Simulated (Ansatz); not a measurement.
Consider the formal exchange of groups at the Al–Al bond: `[NH2][AlH][AlH][GeH3]` + SiH₄ → `[SiH3][AlH][GeH3]` + `[NH2][AlH2]`.

Calculated with Ansatz (gas phase, PBE0-D4/def2-TZVP geometries, no zero-point term in ΔE). CBS: MP2 limit from def2 TZ/QZ plus the TZ coupled-cluster correction, frozen cores. This one scheme is used for every species. DFT in def2-TZVPP. For Ge outer-core shells are correlated without core-valence functions, which leaves a few kJ/mol of doubt a bond. Scalar relativity is left out up to krypton. One conformer a species, not always the lowest.

`[NH2][AlH][AlH][GeH3]`:

```xyz
11

N    -0.915   -2.236    0.209
Al    0.215   -1.553    1.392
Al    0.980    0.856    0.826
Ge    0.085    1.951   -1.224
H    -1.241   -1.750   -0.612
H    -1.325   -3.156    0.252
H     0.594   -2.500    2.614
H     1.996    1.737    1.684
H    -0.868    1.041   -2.031
H    -0.718    3.231   -0.905
H     1.199    2.379   -2.205
```

SiH₄:

Z-matrix (Å, degrees):
```
Si
H 1 1.485
H 1 1.485 2 109.5
H 1 1.485 2 109.5 3 -120.0
H 1 1.485 2 109.5 3 120.0
```

`[SiH3][AlH][GeH3]`:

Cartesian coordinates in Å:
```
Si -0.926 1.547 -1.158
Al -0.209 -0.755 -0.681
Ge 1.003 -1.205 1.436
H -1.813 2.046 -0.067
H -1.661 1.699 -2.445
H 0.258 2.454 -1.202
H -0.506 -1.940 -1.699
H 0.153 -0.795 2.657
H 2.298 -0.371 1.519
H 1.402 -2.680 1.639
```

`[NH2][AlH2]`:

Cartesian coordinates in Å:
```
N -0.624 -0.514 -0.476
Al 0.551 0.454 0.421
H -1.616 -0.520 -0.305
H -0.397 -1.139 -1.233
H 0.010 1.384 1.582
H 2.075 0.335 0.010
```

```
       level  ΔE (kJ/mol)
CAM-B3LYP-D4         -1.0
      r2SCAN         -1.9
```

Problem. What does CCSD(T)/CBS give? (Estimate.)

Solution. Computed: +2.5 kJ/mol. The listed levels differ from it by -3.5, -4.4 kJ/mol.

Largest T1 diagnostic among the species: 0.013.

Leaving LDA and LC-ωPBE aside and taking each functional with its dispersion term where it has one, the values, not all of them listed here, spread over 14.6 kJ/mol, from B97M-V to PBE-D4.

CCSD(T)/CBS has its own doubt, a few kJ/mol and more with outer-core shells, so smaller differences from it don't rank the levels.
